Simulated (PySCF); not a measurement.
**Polarisability and C₆ of Cr(2+) (chromium, charge +2)**

[Ar] 3d3 4s1, high-spin 5F determinant (an excited configuration). Calculation: PySCF 2.14, in aug-cc-pVTZ; the non-relativistic Hamiltonian (point nucleus). Coupled (time-dependent) response in atomic units; α is the mean over directions.

```csv
method,mean α (bohr³),C₆ (like pair),S(−4)
LC-wPBE,26.82,122.4,676.8
```

S(−4) is the Cauchy moment in α(ω) = α(0) + S(−4) ω² + …

α(iu) at LC-wPBE:

```json
{"u (hartree)": "0", "α(iu) (bohr³)": "26.82"}
{"u (hartree)": "0.0500", "α(iu) (bohr³)": "25.24"}
{"u (hartree)": "0.100", "α(iu) (bohr³)": "21.53"}
{"u (hartree)": "0.200", "α(iu) (bohr³)": "14.03"}
{"u (hartree)": "0.300", "α(iu) (bohr³)": "9.423"}
{"u (hartree)": "0.500", "α(iu) (bohr³)": "5.316"}
{"u (hartree)": "0.750", "α(iu) (bohr³)": "3.395"}
{"u (hartree)": "1.00", "α(iu) (bohr³)": "2.495"}
{"u (hartree)": "1.50", "α(iu) (bohr³)": "1.610"}
{"u (hartree)": "2.00", "α(iu) (bohr³)": "1.155"}
{"u (hartree)": "3.00", "α(iu) (bohr³)": "0.6840"}
{"u (hartree)": "5.00", "α(iu) (bohr³)": "0.3209"}
```

A single London oscillator, α(iu) = α/(1 + u²/ω²), gives C₆ = (3/4) ω α². Matching the computed C₆ needs ω = 4 × 122.4 / (3 × 26.82²) = 0.227 hartree.

For an ion, C₆ is the dispersion term alone; charge-induced terms of lower order in 1/R come first.
